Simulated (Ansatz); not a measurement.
Total energies of CH7AlOSi, SMILES `C[SiH2][O][AlH2]`.

```csv
atom,x (Å),y (Å),z (Å)
C1,-1.291,-1.022,0.905
Si2,-0.263,0.528,0.809
O3,0.618,0.546,-0.560
Al4,1.675,0.551,-1.866
H5,-1.974,-1.091,0.056
H6,-0.657,-1.912,0.911
H7,-1.888,-1.026,1.821
H8,0.647,0.604,1.987
H9,-1.148,1.726,0.834
H10,3.147,0.021,-1.643
H11,1.134,1.076,-3.254
```

The species carries charge 0 and has multiplicity 1. The structure was optimised at the PBE0-D4/def2-TZVP level. It is one conformer, not always the lowest. Basis def2-TZVPP, Ansatz.

RPA on PBE orbitals: Hartree–Fock energy of these orbitals -647.78487 Eh, correlation -1.08157 Eh (frozen core).

| functional | energy without D4 (Eh) | D4 term (kJ/mol) |
| --- | --- | --- |
| LDA (SPW92) | -646.44604 | – |
| PBE | -649.18264 | -19.8 |
| revPBE | -649.46381 | -57.9 |
| BLYP | -649.58199 | -43.0 |
| r2SCAN | -649.50762 | -4.9 |
| B97M-V | -649.48026 | – |
| PBE0 | -649.24982 | -16.8 |
| B3LYP | -649.68190 | -31.9 |
| r2SCANh | -649.49895 | -5.3 |
| r2SCAN0 | -649.48687 | -5.9 |
| HSE06 (plane-wave form) | -649.23049 | -15.8 |
| BHLYP | -649.57202 | -25.3 |
| CAM-B3LYP | -649.59398 | -17.2 |
| LC-ωPBE | -649.38584 | – |
| ωB97X-V | -649.50492 | – |
| ωB97M-V | -649.53135 | – |
| B2PLYP | -649.30170 | – |
| PBE-QIDH | -649.06770 | – |

B3LYP takes the VWN-RPA correlation (the form of Gaussian; ORCA's B3LYP/G). HSE06 is the plane-wave form, built on full-range PBE exchange. The double hybrids freeze the cores in their second-order part.

LC-ωPBE has ω = 0.4 bohr⁻¹.
